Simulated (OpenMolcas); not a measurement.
# Tm2+: effect of the metal basis and ligand basis

Tm2+ with 6 ligands (oxide) in octahedral coordination (Oh) at 2.41 Å. A charge of +1.67 e stands 2.6 Å behind each ligand.

```json
{
  "Program": "OpenMolcas 26.06",
  "Method": "SS-CASPT2, IPEA 0.25 Eh, imaginary shift 0.1 Eh (closed shells correlated: 5s 5p and the ligand valence shells)",
  "Spin-orbit coupling": "RASSI with atomic mean-field integrals over the reference wave functions"
}
```

Fixed: active space 13 electrons in 7 orbitals (4f), DKH2 Hamiltonian.

States (labels of O, the rotations of Oh). Energies in cm-1 above the lowest state or level, χT in cm3 K/mol; under a threefold ground state the first gap can be a small split of the lowest multiplet, not the spin-orbit step.

| Run | Metal basis | Ligand basis | Ground state | First state of that spin | First gap with spin-orbit (degeneracies) | Width of lowest J | χT at 300 K | Cost |
| --- | --- | --- | --- | --- | --- | --- | --- | --- |
| A | ANO-RCC-VDZP | ANO-RCC-VDZP | 2T1 | 2T2 260 | 160 (2, 4) | 445 | 2.452 | roughly 19 core-seconds |
| B | ANO-RCC-VTZP | ANO-RCC-VTZP | 2T2 | 2A2 90 | 110 (2, 4) | 429 | 2.457 | roughly 3 core-minutes |

Against A, the width of the lowest J multiplet changes by -3.6 % in B.

Costs are those of the CASPT2 steps.

Roots that are degenerate in the reference are averaged as groups; the widest CASPT2 spread within a group is 50 cm-1 (the 3-fold group of multiplicity 2 near 462 cm-1 above the lowest state of its run, B). Shifts and gaps below about the spread of the groups concerned are not significant. Over all roots computed the reference weight is 0.60 in A, 0.55 in B; a low but even weight reflects the number of correlated electrons. The oxide ions are held by bare point charges, a crude embedding. Splittings of an f shell from a small cluster at a set distance can be off by tens of per cent, mostly too small. No measured value stands beside these numbers; the geometry was imposed, not optimised, and the real ion may take another.
